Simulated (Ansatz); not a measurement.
This geometry of C2H7BOSi (12 atoms, charge 0, multiplicity 1) is a first-order saddle point.

The calculation used Ansatz, RKS PBE-D4/def2-mTZVP.

```xyz
12
Properties=species:S:1:pos:R:3
C -1.623 0.798 -0.221
C -0.458 -0.114 -0.185
B 0.087 -1.340 0.429
Si 1.847 -0.417 0.365
O 0.962 0.765 -0.628
H -1.566 1.546 0.586
H -2.527 0.192 -0.049
H -1.739 1.330 -1.177
H 0.288 -0.066 -1.252
H -0.503 -2.294 0.839
H 2.165 0.341 1.618
H 3.144 -0.796 -0.289
```

(1) Which two structures does it join? (They come from a converged band through this point; their orientation in space is the band's.)

(2) How far does it lie above each of them?

## Answers

(1) Bonds broken: C2–H9. Bonds formed: O5–H9.

First end point:

```xyz
12
Properties=species:S:1:pos:R:3
C -1.480 0.773 -0.209
C -0.282 -0.094 -0.600
B 0.093 -1.253 0.409
Si 1.824 -0.233 0.524
O 0.963 0.720 -0.607
H -1.394 1.133 0.827
H -2.418 0.208 -0.307
H -1.527 1.654 -0.866
H -0.449 -0.482 -1.627
H -0.555 -2.198 0.756
H 2.205 0.529 1.766
H 3.097 -0.813 -0.032
```

Last end point:

```xyz
12
Properties=species:S:1:pos:R:3
C -1.693 0.642 -0.354
C -0.472 -0.083 0.058
B 0.008 -1.302 0.672
Si 1.807 -0.579 0.469
O 0.797 0.848 -0.188
H -1.824 1.597 0.183
H -2.559 0.002 -0.127
H -1.725 0.860 -1.439
H 0.911 0.993 -1.154
H -0.589 -2.246 1.093
H 2.682 0.056 1.514
H 2.733 -0.845 -0.692
```

(2) 41.9 kcal/mol above the first and 24.2 kcal/mol above the second. This is the barrier of this one path; another mechanism may lie lower. The orbitals stay closed-shell, which can raise the energy where a bond breaks towards radicals; this wasn't checked here.

Run time: 6.9 min on 2 threads of Arm Neoverse N1 (shared host), peak memory 0.17 GiB.
